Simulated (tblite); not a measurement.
Compound: C2H9BrO2Si4.
SMILES with atom numbers: `[CH3:1][O:2][C:3](=[O:4])[Si@@H:5]1[SiH2:6][SiH2:7][Si@@H:8]1[Br:9]` (hydrogens: H10, H11, H12 on C1; H13 on Si5; H14, H15 on Si6; H16, H17 on Si7; H18 on Si8)

Computed with GFN2-xTB (tblite), gas phase: L-BFGS steps from a force-field or distance-geometry start until the largest atomic force falls under 0.01 eV/Å.

Step 25: E = -761.5414 eV
```
atom  x, y, z in Å  |  force x, y, z in eV/Å
C1      3.4721    0.2747    0.0371   -0.030  -0.018   0.002
O2      2.3520   -0.5236   -0.3410    0.032   0.022  -0.011
C3      1.1652    0.0759   -0.3691   -0.052   0.049   0.051
O4      0.9985    1.2536   -0.1177   -0.077  -0.082  -0.012
Si5    -0.2899   -1.0897   -0.7592    0.040   0.090  -0.023
Si6    -1.9245    0.4084   -1.5843    0.008  -0.003   0.057
Si7    -2.5887    0.8938    0.6363   -0.022   0.019  -0.016
Si8    -1.5050   -1.1208    1.2814    0.000   0.037   0.019
Br9    -0.3579   -1.1370    3.2259    0.047   0.030  -0.001
H10     3.2864    0.7257    1.0157    0.026  -0.015  -0.054
H11     3.6296    1.0708   -0.6976    0.012  -0.087   0.066
H12     4.3252   -0.4000    0.0788   -0.037   0.073  -0.024
H13     0.3503   -2.2641   -1.3597   -0.002  -0.069  -0.022
H14    -1.5845    1.4893   -2.5087    0.046   0.003   0.008
H15    -2.9708   -0.3605   -2.2893    0.015   0.036   0.006
H16    -4.0246    0.9387    0.9563    0.030  -0.010  -0.004
H17    -2.0381    2.1012    1.2642   -0.036  -0.091  -0.040
H18    -2.3040   -2.3301    1.5192    0.000   0.018  -0.003
```

Step 26: E = -761.5433 eV
```
atom  x, y, z in Å  |  force x, y, z in eV/Å
C1      3.4673    0.2738    0.0345   -0.040  -0.030   0.010
O2      2.3470   -0.5214   -0.3454    0.005   0.012  -0.026
C3      1.1597    0.0780   -0.3681   -0.020   0.011   0.038
O4      0.9930    1.2540   -0.1123   -0.085  -0.035   0.000
Si5    -0.2885   -1.0920   -0.7600    0.008   0.062  -0.010
Si6    -1.9214    0.4077   -1.5814    0.014   0.004   0.028
Si7    -2.5863    0.8922    0.6344   -0.028   0.003   0.014
Si8    -1.4997   -1.1203    1.2855   -0.034   0.048  -0.050
Br9    -0.3511   -1.1300    3.2225    0.076   0.027   0.050
H10     3.2793    0.7222    1.0132    0.038  -0.003  -0.028
H11     3.6266    1.0720   -0.6971    0.024  -0.090   0.055
H12     4.3151   -0.4067    0.0762   -0.004   0.092  -0.024
H13     0.3582   -2.2650   -1.3569   -0.007  -0.063  -0.022
H14    -1.5732    1.4884   -2.5021    0.051   0.015   0.002
H15    -2.9693   -0.3496   -2.2936    0.003   0.018   0.001
H16    -4.0235    0.9306    0.9492    0.032  -0.005   0.000
H17    -2.0397    2.0993    1.2643   -0.036  -0.078  -0.036
H18    -2.3021   -2.3267    1.5256    0.002   0.013  -0.001
```

Problem. Estimate the geometry and energy of step 27. (The exact step hangs on the optimiser's Hessian estimate; all steps are aligned on step 26, rigid shifts and turns removed.)

Solution. E = -761.5452 eV, largest force 0.117 eV/Å
```
atom  x, y, z in Å  |  force x, y, z in eV/Å
C1      3.4620    0.2725    0.0323   -0.036  -0.033   0.016
O2      2.3421   -0.5190   -0.3500   -0.032  -0.002  -0.033
C3      1.1543    0.0799   -0.3664    0.009  -0.032   0.013
O4      0.9863    1.2541   -0.1071   -0.085   0.019   0.020
Si5    -0.2869   -1.0933   -0.7610   -0.022   0.004  -0.005
Si6    -1.9183    0.4072   -1.5783    0.016   0.017  -0.012
Si7    -2.5846    0.8905    0.6328   -0.028  -0.027   0.027
Si8    -1.4954   -1.1191    1.2884   -0.049   0.046  -0.087
Br9    -0.3431   -1.1226    3.2201    0.088   0.025   0.073
H10     3.2735    0.7190    1.0104    0.037   0.011   0.013
H11     3.6242    1.0716   -0.6956    0.034  -0.063   0.019
H12     4.3057   -0.4114    0.0733    0.041   0.080  -0.018
H13     0.3650   -2.2669   -1.3547   -0.019  -0.039  -0.013
H14    -1.5615    1.4877   -2.4955    0.053   0.022   0.000
H15    -2.9679   -0.3392   -2.2975   -0.005   0.005  -0.002
H16    -4.0221    0.9227    0.9424    0.016   0.000   0.006
H17    -2.0416    2.0960    1.2636   -0.026  -0.044  -0.020
H18    -2.3005   -2.3232    1.5311    0.007   0.012   0.003
```

The energy changes by -0.0018 eV. The first-order estimate −F·Δx gives -0.0025 eV and the mean of the old and new forces, exact on a quadratic surface, -0.0018 eV. The step makes an angle of 74° with the force vector and moves no atom by more than 0.013 Å.

The cost below is that of the whole relaxation. The run took 2.0 s of wall time on an Arm Neoverse N1 with one thread, no GPU (shared host).
